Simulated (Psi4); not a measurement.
BiI$_{2}$, doublet, at a GFN2-xTB geometry (such geometries of metal compounds can be far from the true shape) (the spin is typed, not shown lowest) (core potentials on Bi, I); BHHLYP/def2-SVP in Psi4 1.11.

Here is a job for Psi4.
```
memory 2 GB

molecule mol {
0 2
Bi    0.896195    0.444382    0.287463
I    -1.040896    1.213336   -1.581297
I    -0.362579   -1.909255    1.131120
}

set {
  basis def2-svp
  reference uks
}

energy('bhhlyp')
print_variables()
```

The log (banner, timings and long lists left out):

```
   => Loading Basis Set <=

    Name: DEF2-SVP
    Role: ORBITAL
    Keyword: BASIS

    !!!  WARNING: ECP capability is in beta. Please check occupations closely.  !!!

         ---------------------------------------------------------
                                   SCF
               by Justin Turney, Rob Parrish, Andy Simmonett
                          and Daniel G. A. Smith
                              UKS Reference
         ---------------------------------------------------------

  ==> Geometry <==

    Molecular point group: cs
    Full point group: Cs

    Geometry (in Angstrom), charge = 0, multiplicity = 2:

       Center              X                  Y                   Z               Mass
    ------------   -----------------  -----------------  -----------------  -----------------
         BI           0.187996854691    -1.000254876973     0.000000000000   208.980399100000
         I            1.904848869837     1.210693989936     0.000000000000   126.904471900000
         I           -2.214433371743     0.436479354406     0.000000000000   126.904471900000

  Running in cs symmetry.

  Rotational constants: A =      0.04271  B =      0.01512  C =      0.01117 [cm^-1]
  Rotational constants: A =   1280.37517  B =    453.36768  C =    334.81362 [MHz]
  Nuclear repulsion =  296.305872308283995

  Charge       = 0
  Multiplicity = 2
  Electrons    = 73
  Nalpha       = 37
  Nbeta        = 36

  ==> Algorithm <==

  SCF Algorithm Type is DF.
  DIIS enabled.
  MOM disabled.
  Fractional occupation disabled.
  Guess Type is SAD.
  Energy threshold   = 1.00e-06
  Density threshold  = 1.00e-06
  Integral threshold = 1.00e-12

  ==> Primary Basis <==

  Basis Set: DEF2-SVP
    Blend: DEF2-SVP
    Number of shells: 30
    Number of basis functions: 78
    Number of Cartesian functions: 84
    Spherical Harmonics?: true
    Max angular momentum: 2

  Core potential: DEF2-SVP
    Number of shells: 12
    Number of ECP primitives: 76
    Number of ECP core electrons: 116
    Max angular momentum: 3

  ==> DFT Potential <==

   => LibXC <=

    Version 7.1.2
    S. Lehtola, C. Steigemann, M. J. T. Oliveira, and M. A. L. Marques,  SoftwareX 7, 1–5 (2018) (10.1016/j.softx.2017.11.002)

   => Composite Functional: BHANDHLYP <=

    BHandHLYP Hyb-GGA Exchange-Correlation Functional

    A. D. Becke,  J. Chem. Phys. 98, 1372 (1993) (10.1063/1.464304)
    Defined through Gaussian implementation.

    Deriv               =              1
    GGA                 =           TRUE
    Meta                =          FALSE

    Exchange Hybrid     =           TRUE
    MP2 Hybrid          =          FALSE

   => Exchange Functionals <=

    0.5000         Becke 88

   => Exact (HF) Exchange <=

    0.5000               HF

   => Correlation Functionals <=

    1.0000   Lee, Yang & Parr

   => LibXC Density Thresholds  <==

    XC_HYB_GGA_XC_BHANDHLYP:  1.00E-15

   => Molecular Quadrature <=

    Radial Scheme          =       TREUTLER
    Pruning Scheme         =           NONE
    Nuclear Scheme         =       TREUTLER

    Blocking Scheme        =         OCTREE
    BS radius alpha        =              1
    Pruning alpha          =              1
    Radial Points          =             75
    Spherical Points       =            302
    Total Points           =          60308
    Total Blocks           =            547
    Max Points             =            256
    Max Functions          =             75
    Weights Tolerance      =       1.00E-15

   => Loading Basis Set <=

    Name: (DEF2-SVP AUX)
    Role: JKFIT
    Keyword: DF_BASIS_SCF

  ==> Integral Setup <==

  SCF_SUBTYPE=INCORE selected. In-core MEM_DF algorithm will be used.
  Using in-core AOs.

  ==> MemDFJK: Density-Fitted J/K Matrices <==

    J tasked:                   Yes
    K tasked:                   Yes
    wK tasked:                   No
    Algorithm:                 Core
    Schwarz Cutoff:           1E-12
    Mask sparsity (%):       4.2735
[...]

  SCF Guess: Superposition of Atomic Densities via on-the-fly atomic UHF (no occupation information).

   -------------------------
    Irrep   Nso     Nmo
   -------------------------
     A'        54      54
     A"        24      24
   -------------------------
    Total      78      78
   -------------------------

  ==> Iterations <==

                           Total Energy        Delta E     RMS |[F,P]|

   @DF-UKS iter SAD:  -802.14218553462024   -8.02142e+02   0.00000e+00
   @DF-UKS iter   1:  -809.61860436859786   -7.47642e+00   1.10598e-02 ADIIS/DIIS
   @DF-UKS iter   2:  -809.68868244398391   -7.00781e-02   9.92004e-03 ADIIS/DIIS
   @DF-UKS iter   3:  -809.89202069095302   -2.03338e-01   2.03945e-03 ADIIS/DIIS
   @DF-UKS iter   4:  -809.90234722874618   -1.03265e-02   4.99848e-04 ADIIS/DIIS
   @DF-UKS iter   5:  -809.90308853143461   -7.41303e-04   1.06834e-04 ADIIS/DIIS
   @DF-UKS iter   6:  -809.90312611885474   -3.75874e-05   2.46025e-05 DIIS
   @DF-UKS iter   7:  -809.90313330690094   -7.18805e-06   1.00712e-05 DIIS
   @DF-UKS iter   8:  -809.90313480176030   -1.49486e-06   4.70990e-06 DIIS
   @DF-UKS iter   9:  -809.90313518854907   -3.86789e-07   1.66211e-06 DIIS
   @DF-UKS iter  10:  -809.90313523693851   -4.83894e-08   7.05244e-07 DIIS
  Energy and wave function converged.

  ==> Post-Iterations <==

   Electrons on quadrature grid:
      Nalpha   =   37.0000439905 ; deviation = 4.399e-05
      Nbeta    =   36.0000422093 ; deviation = 4.221e-05
      Ntotal   =   73.0000861998 ; deviation = 8.620e-05

   @Spin Contamination Metric:   4.071082916E-03
   @S^2 Expected:                7.500000000E-01
   @S^2 Observed:                7.540710829E-01
   @S   Expected:                5.000000000E-01
   @S   Observed:                5.000000000E-01

    Orbital Energies [Eh]
    ---------------------

    Alpha Occupied:

[...]
      12App   -0.253712

    Alpha Virtual:

[...]
    Beta Occupied:

[...]
    Beta Virtual:

[...]
    Final Occupation by Irrep:
             Ap   App
    DOCC [    25,   11 ]
    SOCC [     0,    1 ]
    NA   [    25,   12 ]
    NB   [    25,   11 ]

  @DF-UKS Final Energy:  -809.90313523693851

   => Energetics <=

    Nuclear Repulsion Energy =            296.3058723082839947
    One-Electron Energy =               -2000.8209747007983879
    Two-Electron Energy =                 926.8271129987848553
    DFT Exchange-Correlation Energy =     -32.2151458432090081
    Empirical Dispersion Energy =           0.0000000000000000
    VV10 Nonlocal Energy =                  0.0000000000000000
    Total Energy =                       -809.9031352369385104

  UHF NO Occupations:
  HONO-2 :   24 Ap 1.9995911
  HONO-1 :   25 Ap 1.9992330
  HONO-0 :   12App 1.0000000
  LUNO+0 :   26 Ap 0.0007670
  LUNO+1 :   27 Ap 0.0004089
  LUNO+2 :   28 Ap 0.0003992
  LUNO+3 :   13App 0.0003109

Computation Completed

Properties will be evaluated at   0.000000,   0.000000,   0.000000 [a0]

Properties computed using the SCF density matrix

 Multipole Moments:

 ------------------------------------------------------------------------------------
     Multipole            Electronic (a.u.)      Nuclear  (a.u.)        Total (a.u.)
 ------------------------------------------------------------------------------------

 L = 1.  Multiply by 2.5417464519 to convert [e a0] to [Debye]
 Dipole X            :          6.6897556           -6.4547090            0.2350467
 Dipole Y            :        -35.5929921           34.3428838           -1.2501083
 Dipole Z            :          0.0000000            0.0000000            0.0000000
 Magnitude           :                                                    1.2720133

 ------------------------------------------------------------------------------------

  Variable Map:
  ----------------------------------------------------------------------------
[...]
  Array Variable Map:
  ----------------------------------------------------------------------------
[...]
[...]
```
